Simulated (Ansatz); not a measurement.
Cost and result up the ladder for SiH(SiH3)3 (Si₄H₁₀) (14 atoms). Charge 0, multiplicity 1. Geometry: r2SCAN-D4/def2-SVP.

Cartesian coordinates in Å:
```
Si 0.491 0.463 -0.165
Si 0.821 -1.514 -1.388
Si -1.630 1.336 -0.670
Si 0.596 -0.024 2.129
H 1.550 1.464 -0.523
H 2.136 -2.138 -1.048
H 0.780 -1.243 -2.857
H -0.269 -2.481 -1.048
H -1.772 1.578 -2.138
H -1.860 2.623 0.056
H -2.673 0.353 -0.243
H 1.946 -0.550 2.499
H -0.428 -1.065 2.450
H 0.312 1.195 2.947
```

Ansatz on 4 threads of Arm Neoverse V2 on a shared host. Times are rough, and most runs start from the orbitals of an earlier one. ωB97X-V/def2-TZVP serves as the yardstick here, not as an exact answer. Differences are given only for rows in sets of like size (and for xTB, whose basis is part of the method), since another set adds its own error. Binding counts from free atoms at the same level (Si triplet, H doublet; other spins of the atoms weren't run), without zero-point energy or a counterpoise term.

B3LYP takes the VWN-RPA correlation. Correlated methods freeze 20 core orbitals.

Correlated methods converge slowly with the basis.

```tsv
level	functions	wall time	binding energy per atom (eV)	difference from ωB97X-V/def2-TZVP (eV)
HF/STO-3G	46	0.15 s	3.35	–
PBE-D4/def2-SVP	122	1.3 s	2.92	–
PBE0-D4/def2-SVP	122	1.7 s	2.92	–
HF/def2-TZVP	208	1.9 s	2.29	-0.72
PBE-D4/def2-TZVP (with forces)	208	2.7 s	2.93	-0.08
B3LYP-D4/def2-TZVP	208	3.1 s	2.97	-0.04
PBE0-D4/def2-TZVP	208	4 s	2.94	-0.07
r2SCAN-D4/def2-TZVP	208	4.5 s	2.97	-0.04
ωB97X-V/def2-TZVP	208	8.5 s	3.01	0.00
CCSD(T)/def2-TZVP	208	44 s	2.86	-0.16
```
